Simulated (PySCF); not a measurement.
## How methods differ on the excitation energy of Ru²⁺

Ru²⁺ [Kr] 4d6 (5D) → Ru²⁺ [Kr] 4d5 5p1 (7P), as a difference of total energies. Computed with PySCF 2.14 in def2-TZVPPD with the def2 core potential (28 electrons) (6s4p3d2f1g, 56 functions), with a scalar-relativistic core potential. Correlated levels: valence: 4s2 4p6 frozen; valence and next inner shell: nothing frozen outside the core potential. The calculations carry no spin-orbit coupling.

```csv
method,excitation energy (cm⁻¹)
UHF,69486
LDA,75497
PBE,75778
PBE0,76256
r2SCAN,72901
B97-3,79484
wB97M-V,77836
HSE06,76002
TPSSh,76688
MP2 (valence),75993
SCS-MP2 (valence),80039
MP2 (valence and next inner shell),74194
SCS-MP2 (valence and next inner shell),76308
```
